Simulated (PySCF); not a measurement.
Compound: C5H11NSi.
Cartesian coordinates in Å at the GFN2-xTB level; atoms count from 1:
```
atom  x, y, z in Å
C1    -1.025    1.514   -0.249
C2    -0.440    0.099   -0.141
C3    -1.455   -0.930   -0.659
C4    -0.085   -0.200    1.289
C5     1.185   -0.464    1.558
Si6    2.211   -0.385   -0.009
N7     0.797    0.004   -0.888
H8    -1.284    1.740   -1.282
H9    -0.289    2.238    0.093
H10   -1.921    1.604    0.361
H11   -2.375   -0.886   -0.081
H12   -1.690   -0.734   -1.703
H13   -1.033   -1.929   -0.577
H14   -0.886   -0.181    2.015
H15    1.528   -0.688    2.555
H16    3.223    0.680   -0.020
H17    2.816   -1.665   -0.402
H18    0.714    0.189   -1.872
```

NICS = −σ at a ghost point: NICS(0) at the centroid of the ring atoms, NICS(1) 1 Å to either side along the normal of their mean plane, zz for the tensor component along that normal. Level: GIAO PBE0/pcSseg-1 (PySCF, non-relativistic, gas phase) on the GFN2-xTB geometry, one conformer.

Ring bond lengths (Å), with Mayer bond orders in brackets: C2–C4 1.504 (1.01), C4–C5 1.325 (1.91), C5–Si6 1.875 (0.90), Si6–N7 1.710 (1.02), N7–C2 1.448 (0.94).

Problem. What do the NICS probes read (ppm)?

Solution. 
| ring | type | NICS(0) | NICS(1), two faces | NICS(1)zz, two faces | rms pucker (Å) | centre to ring atoms, mean (Å) |
| --- | --- | --- | --- | --- | --- | --- |
| C2–C4–C5–Si6–N7 | 5-membered ring with N and Si; formal bonds 1 double, 4 single | -4.5 | -3.3 / -3.3 | -4.1 / -4.0 | 0.00 | 1.33 |

Problem. What can be read from them?

Solution. 
- C2–C4–C5–Si6–N7: mean NICS(1)zz -4.0 ppm, shielded. C2, Si6 have four or more neighbours, and the NICS criterion for π rings isn't applied.
